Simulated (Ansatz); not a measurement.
A search over several starts for the lowest SCF solution of Ti2Se4 at the given spin, in a small basis.

```yaml
crystal:
  periodic: [false, false, false]
  atoms:
    - {symbol: Ti, position_ang: [0.634178, -0.539038, -0.619072]}
    - {symbol: Ti, position_ang: [0.124770, 0.773178, 1.312533]}
    - {symbol: Se, position_ang: [1.615020, 1.641509, -0.338972]}
    - {symbol: Se, position_ang: [0.825985, -1.493466, 1.582628]}
    - {symbol: Se, position_ang: [-1.884269, 0.473885, -0.000713]}
    - {symbol: Se, position_ang: [-1.315695, -0.856067, -1.936404]}
basis:
  gaussian: {orbitals: def2-SVP, initial_orbitals: start.molden}
hamiltonian: {xc: pbe, dispersion: d4}
output: {orbitals: {seedname: orbitals}}
```

The file start.molden holds the orbitals of an earlier run on this structure, at another level or in another basis.

```sh
$ ansatz run in.yaml --threads 4 --pin off --events-out ev --progress --plain --max-ram 8704MiB
```

Output, abridged:

```
Functional definition: PBE
2144 factors; their error is unknown
mean field evaluation 1: about -307504.2854 eV, gradient 2.9e2 eV
mean field evaluation 2: about -307523.2699 eV, gradient 3.1e1 eV
mean field evaluation 4: about -307544.6858 eV, gradient 2.4e1 eV
mean field evaluation 8: about -307548.0101 eV, gradient 1.7e-1 eV
mean field evaluation 16: about -307339.7432 eV, gradient 3.3e2 eV
mean field evaluation 32: about -307545.7988 eV, gradient 1.1e1 eV
mean field -307547.61570087 eV, -11302.1664137459 hartree, gradient 3.8e-5 eV, S^2 0.000000; 3 other end points of the search recorded, 0 dependent functions left out
reference -307547.61578033 eV, -11302.1664166658 hartree; 90, 90 occupied and 100, 100 virtual orbitals, 2144 factors
Total energy: -307548.05991373 eV, -11302.1827382673 hartree
```

It took 6 s on 4 threads of Intel Xeon Platinum 8488C on a shared host.

The structure comes from a short search, and lower isomers may exist.
